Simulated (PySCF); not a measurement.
## Polarisability and C₆ of Ta+ (tantalum, charge +1)

[Xe] 4f14 5d3 6s1, high-spin 5F determinant. All numbers are calculated (PySCF 2.14, scalar relativity by spin-free X2C-1e, in ANO-RCC-VTZP (8s7p5d3f2g1h, 104 functions)). Coupled (time-dependent) response in atomic units; α is the mean over directions. The basis has no added diffuse functions, which lowers α and C₆.

```csv
method,mean α (bohr³),C₆ (like pair),S(−4)
PBE,37.53,292.7,753.3
```

S(−4) is the Cauchy moment in α(ω) = α(0) + S(−4) ω² + …

Spin-orbit coupling is absent.

α(iu) at PBE:

```json
{"u (hartree)": "0", "α(iu) (bohr³)": "37.53"}
{"u (hartree)": "0.0500", "α(iu) (bohr³)": "35.75"}
{"u (hartree)": "0.100", "α(iu) (bohr³)": "31.45"}
{"u (hartree)": "0.200", "α(iu) (bohr³)": "22.02"}
{"u (hartree)": "0.300", "α(iu) (bohr³)": "15.69"}
{"u (hartree)": "0.500", "α(iu) (bohr³)": "9.664"}
{"u (hartree)": "0.750", "α(iu) (bohr³)": "6.657"}
{"u (hartree)": "1.00", "α(iu) (bohr³)": "5.118"}
{"u (hartree)": "1.50", "α(iu) (bohr³)": "3.419"}
{"u (hartree)": "2.00", "α(iu) (bohr³)": "2.472"}
{"u (hartree)": "3.00", "α(iu) (bohr³)": "1.483"}
{"u (hartree)": "5.00", "α(iu) (bohr³)": "0.7293"}
```

A single London oscillator, α(iu) = α/(1 + u²/ω²), gives C₆ = (3/4) ω α². Matching the computed C₆ needs ω = 4 × 292.7 / (3 × 37.53²) = 0.277 hartree.

For an ion, C₆ is the dispersion term alone; charge-induced terms of lower order in 1/R come first.

Spin-orbit coupling, absent here, splits the open shell strongly.
